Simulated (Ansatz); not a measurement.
CH5GeO, SMILES `C[O][GeH2]` radical, relaxed with UKS PBE0-D4/def2-TZVP in the Gaussian-basis code of Ansatz from a PBE-D4/def2-SVP geometry. The force threshold is 0.005 eV/Å; the program also tests the step.

Charge 0, multiplicity 2.

Start:

```xyz
8

C    -0.906    0.660    0.422
O    -0.280    0.114   -0.719
Ge    1.431   -0.485   -0.652
H    -0.568    1.702    0.632
H    -0.736    0.054    1.345
H    -2.000    0.694    0.234
H     1.553   -1.350    0.665
H     1.507   -1.389   -1.928
```

(1) How much energy does the relaxation release, and in how many steps? (Best estimate.)

(2) Which bonds change most? (An estimate is asked.)

(3) Give the relaxed structure. (Estimate.)

Results:

(1) Ansatz gave: 3.89 kJ/mol, in 5 steps.

(2) Ansatz gave: O2–Ge3 from 1.814 to 1.781 Å; Ge3–H7 from 1.580 to 1.558 Å; Ge3–H8 from 1.566 to 1.547 Å; C1–H4 from 1.115 to 1.096 Å.

(3) The calculation gave: 
```xyz
8

C    -0.898    0.655    0.423
O    -0.291    0.106   -0.721
Ge    1.386   -0.490   -0.644
H    -0.547    1.675    0.616
H    -0.716    0.050    1.322
H    -1.976    0.692    0.249
H     1.520   -1.322    0.667
H     1.522   -1.365   -1.912
```
